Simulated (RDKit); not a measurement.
RDKit input (UFF):

```python
from rdkit import Chem
from rdkit.Chem import AllChem, rdDetermineBonds

mol = Chem.MolFromXYZFile('mol.xyz')
rdDetermineBonds.DetermineBonds(mol, charge=1)
print('SMILES', Chem.MolToSmiles(Chem.RemoveHs(mol)))
ff = AllChem.UFFGetMoleculeForceField(mol)
e0 = ff.CalcEnergy()
flag = ff.Minimize(maxIts=5000, forceTol=1e-5)
print(f'energy {e0:.4f} -> {ff.CalcEnergy():.4f} kcal/mol, converged: {flag == 0}')
print(Chem.MolToXYZBlock(mol))
```
mol.xyz:
```
10

N     -1.02406400    -0.83840800    -0.60892500
B     -0.16217800     0.01414300     0.04982300
N      1.36489400    -0.04061500    -0.34125100
O     -0.34522000     0.93521500     1.00708300
H     -0.75640500    -1.49667600    -1.32321400
H     -2.01398600    -0.86340300    -0.41563000
H      1.52783700     0.18837900    -1.32450300
H      1.87757000     0.64096500     0.22426100
H      1.78184500    -0.95891800    -0.17200700
H     -1.23002400     1.09037400     1.35655000
```

Output:

```
SMILES NB([NH3+])O
energy 56.7861 -> 0.7464 kcal/mol, converged: True
10

N     -0.998857   -0.216931   -1.289285
B     -0.084042    0.259793   -0.167814
N      1.268543   -0.405622    0.058399
O     -0.502016    1.371650    0.683541
H     -0.539139   -1.029848   -1.757599
H     -1.869097   -0.578645   -0.838825
H      1.848725   -0.308935   -0.804865
H      1.757192    0.053319    0.859650
H      1.122677   -1.417444    0.273175
H     -0.983717    0.943719    1.435808
```

The dipole moment of an ion depends on the origin.

The geometry given is a B3LYP-D3(BJ)/def2-TZVP minimum.
